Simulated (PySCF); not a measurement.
Computed shifts of a molecule C4H6ClF, PBE/pcSseg-1 run with PySCF, GIAO, gas phase, atoms alike by connectivity averaged where their shifts nearly agree, in ppm (number of nuclei): ¹³C: 82.2 (1), 49.1 (1), 26.3 (1), 25.0 (1). ¹⁹F: -228.3 (1). ¹H: 2.94 (1), 1.75 (3), 1.23 (2). References: ¹³C against TMS (σ = 182.0 ppm); ¹⁹F against CFCl3 (σ = 133.6 ppm); ³⁵Cl against HCl (σ = 936.5 ppm); ¹H against TMS (σ = 31.49 ppm), references at their B3LYP-D3(BJ)/def2-TZVP geometries, non-relativistic (without spin–orbit terms, shifts of atoms bonded to Cl or Br come out too high). Geometry optimised at B3LYP-D3(BJ)/def2-SVP. One conformer was computed; it need not be the lowest.

Q: Identify the compound among the candidates.
(A) C[C@]1(F)C[C@H]1Cl
(B) C/C(F)=C(\C)Cl
(C) F[C@H]1C[C@@H](Cl)C1
(D) F[C@@H]1C[C@@H]1CCl

A: A, C[C@]1(F)C[C@H]1Cl
